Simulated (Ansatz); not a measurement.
Consider the cleavage of the B–Al bond: `[BH2][Al]([CH2]F)[O]C` + `[SiH3]S` → `BS[SiH3]` + `C[O][AlH][CH2]F`.

Computed with Ansatz on PBE0-D4/def2-TZVP structures; ΔE is electronic, products minus reactants. CBS: MP2 limit from def2 TZ/QZ plus the TZ coupled-cluster correction, frozen cores. Functionals use def2-TZVPP. B3LYP here is the variant with VWN-RPA as its local correlation; programs differ in this. One conformer a species, not always the lowest.

```csv
level,ΔE (kJ/mol),difference from CCSD(T)/CBS
r2SCAN-D4,-130.7,-6.4
PBE0-D4,-125.4,-1.1
B3LYP-D4,-126.4,-2.1
ωB97M-V,-127.4,-3.1
B2PLYP,-127.4,-3.1
PBE,-126.2,-1.9
r2SCAN,-130.5,-6.2
PBE0,-124.0,0.3
B3LYP,-123.4,0.9
HF/def2-TZVPP,-115.4,8.9
MP2/def2-TZVPP,-134.0,-9.7
SCS-MP2/def2-TZVPP,-128.1,-3.8
CCSD/def2-TZVPP,-120.0,4.3
MP2/def2-QZVPP,-134.2,-9.9
SCS-MP2/def2-QZVPP,-128.3,-4.0
MP2/CBS(def2),-134.4,-10.1
CCSD(T)/CBS,-124.3,0
```

Largest T1 diagnostic among the species: 0.014.

The D4 term adds −3.1 kJ/mol with B3LYP and −1.3 kJ/mol with PBE0; it sums over pairs of atoms, weighted by their polarisabilities, and B3LYP, whose exchange is more repulsive, gets the larger term. In def2-TZVPP, CCSD(T) changes the Hartree–Fock value by −8.6 kJ/mol (the triples alone add −3.9 kJ/mol) and MP2 by −18.7 kJ/mol.
